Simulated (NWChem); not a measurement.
System: stibine (SbH₃); SMILES [SbH3]

```xyz
4

Sb     0.0000     0.0000     0.0329
H     -0.3436     1.3691    -0.9290
H      1.3574    -0.3870    -0.9290
H     -1.0138    -0.9821    -0.9290
```
Atoms are numbered in this order, from 1.

Coordinates come from a PBE0-D3(BJ)/def2-TZVP optimisation. def2 effective core potentials on Sb; no spin-orbit coupling.

**Question.** List the 4 lowest vertical singlet excitations from PBE/def2-SVP with def2 effective core potentials on Sb, TDA (NWChem).

**Answer.** 
```json
[
 {"state": "S1", "energy (eV)": "6.45", "oscillator strength": "0.098", "leading excitation (squared amplitude)": "HOMO → LUMO (0.87)"},
 {"state": "S2", "energy (eV)": "6.45", "oscillator strength": "0.098", "leading excitation (squared amplitude)": "HOMO → LUMO+1 (0.87)"},
 {"state": "S3", "energy (eV)": "7.32", "oscillator strength": "0.095", "leading excitation (squared amplitude)": "HOMO → LUMO+2 (0.91)"},
 {"state": "S4", "energy (eV)": "7.61", "oscillator strength": "0.000", "leading excitation (squared amplitude)": "HOMO−2 → LUMO (0.44)"}
]
```
